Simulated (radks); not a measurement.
Problem. Successive ionisation energies (eV) of one element, from differences of total energies of ions in their ground configurations, starting at charge 22: 1013.3, 1080.4, 1134.2, 1244.8, 1296.3, 3134.9, 3286.7, 3440.7, 3596.7, 3827.2, 3990.0, 4224.0, 4354.3, 18383.5, 18919.1. All-electron calculation, Dirac Kohn-Sham, PBE, spin-unpolarised, spherical densities, finite nucleus; open shells fill j = l - 1/2 first; Fermi nuclear charge, rms radius 4.2036 fm. Program: a radial shooting solver on a logarithmic mesh with Libxc functionals. Which element is it?

Solution. Rubidium (Z = 37). The first species listed is Rb22+ in [Ne] 3s2 3p3, the last Rb36+ in 1s1.
